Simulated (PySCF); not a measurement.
Isomers of C8H10O2S, one GFN2-xTB conformer each. Single-point energies are computed at PBE0/pcSseg-1 (PySCF, gas phase, no added dispersion term), electronic only.

```tsv
SMILES	GFN2-xTB relative energy (kJ/mol)
CS(=O)(=O)Cc1ccccc1	0.0
CS(=O)(=O)C1=CCC=CC=C1	127.8
CCS(=O)(=O)c1ccccc1	6.4
O=S1(=O)C=CC(C2CCC2)=C1	132.6
```

Conformers: `[CH3:1][S:2](=[O:3])(=[O:4])[CH2:5][c:6]1[cH:7][cH:8][cH:9][cH:10][cH:11]1` with C1–S2–C5–C6 53°, S2–C5–C6–C7 -106°; `[CH3:1][S:2](=[O:3])(=[O:4])[C:5]1=[CH:6][CH2:7][CH:8]=[CH:9][CH:10]=[CH:11]1` with C1–S2–C5–C6 108°, C5–C6–C7–C8 69°, C6–C7–C8–C9 -70°, C8–C9–C10–C11 33°, S2–C5–C11–C10 143°; `[CH3:1][CH2:2][S:3](=[O:4])(=[O:5])[c:6]1[cH:7][cH:8][cH:9][cH:10][cH:11]1` with C1–C2–S3–O4 65°, C2–S3–C6–C7 89°; `[O:1]=[S:2]1(=[O:3])[CH:4]=[CH:5][C:6]([CH:7]2[CH2:8][CH2:9][CH2:10]2)=[CH:11]1` with C5–C6–C7–C8 -158°, O1–S2–C4–C5 114°, C4–C5–C6–C7 179°, C6–C7–C8–C9 132°, C7–C8–C9–C10 -13°.

Question: What does PBE0/pcSseg-1 give for the same structures?

Answer: 
```csv
SMILES,PBE0/pcSseg-1 E (Eh),PBE0/pcSseg-1 (kJ/mol),GFN2-xTB (kJ/mol),point group
CS(=O)(=O)Cc1ccccc1,-858.71291,0.0,0.0,C1
CCS(=O)(=O)c1ccccc1,-858.71148,3.8,6.4,Cs
CS(=O)(=O)C1=CCC=CC=C1,-858.66068,137.1,127.8,C1
O=S1(=O)C=CC(C2CCC2)=C1,-858.62885,220.7,132.6,C1
```

Both levels put the same isomer lowest; measured from each level's own lowest isomer, the values differ by up to 88.1 kJ/mol (O=S1(=O)C=CC(C2CCC2)=C1: 132.6 against 220.7). As drawn, the lowest has an aromatic ring, which the highest lacks; the highest has a four-membered ring and a C=C bond outside aromatic rings, which the lowest lacks. Neighbours under 10 kJ/mol apart (CS(=O)(=O)Cc1ccccc1 and CCS(=O)(=O)c1ccccc1) can change places with a better method, another conformer or zero-point energy.

Question: Which frontier levels, dipoles and rotational constants go with these structures?

Answer: 
```
                 SMILES  HOMO (eV, PBE0/pcSseg-1)  LUMO (eV)  dipole (D)       A, B, C (MHz)
    CS(=O)(=O)Cc1ccccc1                     -7.43      -0.84        4.71  2262, 618.8, 575.3
    CCS(=O)(=O)c1ccccc1                     -8.01      -1.23        4.96  2179, 618.8, 584.7
 CS(=O)(=O)C1=CCC=CC=C1                     -7.22      -1.56        5.31  1950, 696.0, 616.8
O=S1(=O)C=CC(C2CCC2)=C1                     -7.49      -2.21        5.89  2580, 538.9, 507.4
```
